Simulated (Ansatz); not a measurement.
`BF` + `C[SiH2]O` → `BO[SiH2]C` + H–F at 298.15 K and 1 bar (ligand exchange at a B–F bond).

Calculated with Ansatz (gas phase, PBE0-D4/def2-TZVP geometries, no zero-point term in ΔE). CCSD(T)/CBS adds triple-zeta CCSD(T) − MP2 to the extrapolated MP2 energy (def2 sets, frozen cores). This one scheme is used for every species. One conformer a species, not always the lowest.

```json
{"species": "`BF`", "CCSD(T)/CBS energy (Eh)": "-125.82039", "H − E (kJ/mol)": "69.3", "S (J/(mol·K))": "222.5"}
{"species": "`C[SiH2]O`", "CCSD(T)/CBS energy (Eh)": "-405.96945", "H − E (kJ/mol)": "193.7", "S (J/(mol·K))": "296.5"}
{"species": "`BO[SiH2]C`", "CCSD(T)/CBS energy (Eh)": "-431.39483", "H − E (kJ/mol)": "229.2", "S (J/(mol·K))": "330.8"}
{"species": "H–F", "CCSD(T)/CBS energy (Eh)": "-100.39570", "H − E (kJ/mol)": "33.5", "S (J/(mol·K))": "173.6"}
```

H − E and S are ideal-gas, rigid-rotor, harmonic terms from PBE0-D4/def2-TZVP, for one conformer and one mirror image of each species. 1 Eh = 2625.50 kJ/mol, R = 8.31446 J/(mol·K).

Q: By hand: ΔE, ΔH, ΔS and ΔG.

A: ΔE = (-431.39483) + (-100.39570) − (-125.82039) − (-405.96945) = -0.00069 Eh = -1.8 kJ/mol. Δ(H − E) = 229.2 + 33.5 − 69.3 − 193.7 = -0.3, so ΔH = -2.1 kJ/mol. ΔS = 330.8 + 173.6 − 222.5 − 296.5 = -14.6 J/(mol·K). ΔG = -2.1 − 298.15 × (-14.6)/1000 = 2.3 kJ/mol.

Q: By hand: the equilibrium constant, and the temperature at which ΔG would vanish if ΔH and ΔS stayed fixed.

A: log₁₀ K = −ΔG/(RT ln 10) = -0.4. ΔG = 0 at ΔH/ΔS = 144 K, though so small a ΔH makes that figure unsure.

TΔS isn't small against ΔH here. The sign of ΔG lies within the doubt. A doubt of 5 kJ/mol in ΔE shifts log₁₀ K by 0.9 here. Other conformers and mirror images would add mixing entropy, several J/(mol·K) or more a flexible species. Modes under 60 cm⁻¹, often nearly free rotors, make the harmonic entropy too high. These are equilibria of isolated gas molecules and say nothing of rates. Largest T1 diagnostic: 0.013 (customary marks: 0.02 for closed shells, 0.045 for open ones).
